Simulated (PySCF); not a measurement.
BrHg, charge +1. Atoms are numbered in the order given.

```xyz
2

Hg     0.0000     0.0000    -0.7228
Br     0.0000     0.0000     1.6520
```
Charge +1, spin multiplicity 1.

Coordinates come from a r2SCAN-D4/def2-TZVP optimisation. The multiplicity is an assumed one; other spin states were not compared. The def2 effective core potentials stand for the cores of Hg; spin–orbit coupling is left out.

Calculation: C-PCM-B3LYP/def2-TZVPD in PySCF.

The values are the electrostatic part of the solvation free energy, E(continuum) − E(gas) at the gas-phase geometry, in a cavity of scaled van der Waals radii (PySCF's table); cavitation and dispersion terms are not included. A continuum can't describe solvent molecules that bind to the metal. In vacuum the orbital gap is 2.68 eV.

Computed values in water (ε = 78.36), toluene (ε = 2.37), dichloromethane (ε = 8.93):
| solvent | ε | ΔG(elec) (kcal/mol) | gap (eV) |
|---|---|---|---|
| water | 78.36 | -93.2 | 3.85 |
| toluene | 2.37 | -52.0 | 3.21 |
| dichloromethane | 8.93 | -82.7 | 3.66 |
